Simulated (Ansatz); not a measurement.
Species: SeF2, charge 1, multiplicity 2. 
Geometry from a B3LYP-D3(BJ)/def2-TZVP (Ansatz, an electronic-structure program) optimisation:
```xyz
3

Se     0.0287    -0.0230     0.3751
F      0.6012     1.1280    -0.6922
F     -0.7098    -1.0412    -0.7246
```
Charge +1, spin multiplicity 2.

Parts of the frozen-core correlation energy in STO-3G (Ansatz, hartree). Frozen orbitals: 16; correlated occupied orbitals by spin: 10 and 9; virtual: 2 and 3. Open shells are spin-unrestricted. No spin-orbit coupling. Non-relativistic.

```
term                             value
-------------------------  -----------
reference (HF)             -2569.27527
MP2 opposite-spin             -0.06370
MP2 same-spin                        …
CCSD correlation                     …
(T)                                  …
T1 diagnostic                    0.033
largest doubles amplitude        0.085
<S^2> of the reference           0.761
```

Task: Fill in the missing entries.

Result: 
- MP2 same-spin, value: -0.01455
- CCSD correlation, value: -0.10469
- (T), value: -0.00686
